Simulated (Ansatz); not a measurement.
```yaml
crystal:
  periodic: [false, false, false]
  atoms:
    - {symbol: F, position_ang: [-1.597944, 0.946067, 2.414751]}
    - {symbol: C, position_ang: [-0.407297, 0.757865, 1.774452]}
    - {symbol: C, position_ang: [-0.683088, 0.129736, 0.418068]}
    - {symbol: F, position_ang: [-1.326097, -1.041971, 0.575731]}
    - {symbol: F, position_ang: [-1.471012, 0.940033, -0.313129]}
    - {symbol: C, position_ang: [0.628594, -0.124657, -0.361781]}
    - {symbol: F, position_ang: [1.270901, 1.048194, -0.502378]}
    - {symbol: F, position_ang: [1.400231, -0.948538, 0.368172]}
    - {symbol: C, position_ang: [0.484984, -0.749305, -1.774678]}
    - {symbol: F, position_ang: [1.698744, -0.909774, -2.289927]}
    - {symbol: F, position_ang: [-0.107805, -1.931777, -1.710127]}
    - {symbol: F, position_ang: [-0.212410, 0.044409, -2.572991]}
    - {symbol: H, position_ang: [0.087736, 1.721276, 1.636923]}
    - {symbol: H, position_ang: [0.221664, 0.089142, 2.365712]}
basis:
  gaussian: {orbitals: def2-TZVPD}
magnetization: {spin_polarized: true, initial_magnetization: 1}
hamiltonian: {xc: {name: SVWN5}}
scf: {lower_state_search: light}
output: {forces: true}
```

```sh
$ ansatz run in.yaml --threads 4 --pin off --events-out ev --progress --plain --max-ram 46080MiB --backend cuda --devices 0, --max-vram 37GiB
```

Output, abridged:

```
Error: a molecule whose nuclei and cores have a total charge of 98 cannot have a net charge of 0 together with 1 unpaired electrons
```

Question: What is wrong with this run?

Answer: The number of unpaired electrons doesn't fit the electron count. The input was rejected before any iteration.
